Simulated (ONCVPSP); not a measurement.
# u(r) = r·R(r): atom against pseudo-atom (Cd (Z = 48))

Columns: radius, all-electron u(r) and pseudo u(r) of the 4d shell (level -12.74 eV) of cadmium in the configuration [Ar] 3d10 4s2 4p6 4d10 5s1.5 5p0.5; PBEsol, scalar-relativistic, ONCV scheme, ONCVPSP 4.0.1.

| r (bohr) | all-electron | pseudo |
| --- | --- | --- |
| 0.082 | -0.1731 | 0.0031 |
| 0.165 | -0.4381 | 0.0239 |
| 0.248 | -0.4607 | 0.0759 |
| 0.330 | -0.2805 | 0.1633 |
| 0.413 | -0.0088 | 0.2847 |
| 0.495 | 0.2653 | 0.4260 |
| 0.578 | 0.5044 | 0.5750 |
| 0.660 | 0.6867 | 0.7116 |
| 0.742 | 0.8147 | 0.8241 |
| 0.825 | 0.8947 | 0.9049 |
| 0.908 | 0.9348 | 0.9502 |
| 0.990 | 0.9445 | 0.9629 |
| 1.072 | 0.9327 | 0.9502 |
| 1.155 | 0.9054 | 0.9190 |
| 1.238 | 0.8682 | 0.8768 |
| 1.320 | 0.8255 | 0.8297 |
| 1.402 | 0.7795 | 0.7810 |
| 1.485 | 0.7317 | 0.7320 |
| 1.568 | 0.6841 | 0.6840 |
| 1.650 | 0.6381 | 0.6380 |
| 1.733 | 0.5933 | 0.5932 |
| 1.815 | 0.5510 | 0.5510 |
| 1.898 | 0.5106 | 0.5105 |
| 1.980 | 0.4730 | 0.4729 |
| 2.062 | 0.4378 | 0.4377 |
| 2.145 | 0.4045 | 0.4045 |

Task: How many radial nodes do the two functions have?

Result: The all-electron 4d function has n − l − 1 = 1; the pseudo-wave has 0, since the states of the same l below it are removed with the core.

Task: At about which radius was the pseudo-wave matched?

Result: 1.65 bohr. The columns agree to 0.0005 from 1.49 bohr on; several derivatives are matched, so the curves merge somewhat inside the radius.

Task: Is the pseudo-wave norm-conserving?

Result: Yes: the ONCV scheme keeps the norm inside the radius equal to the all-electron one, which fixes the energy derivative of the logarithmic derivative at the level.
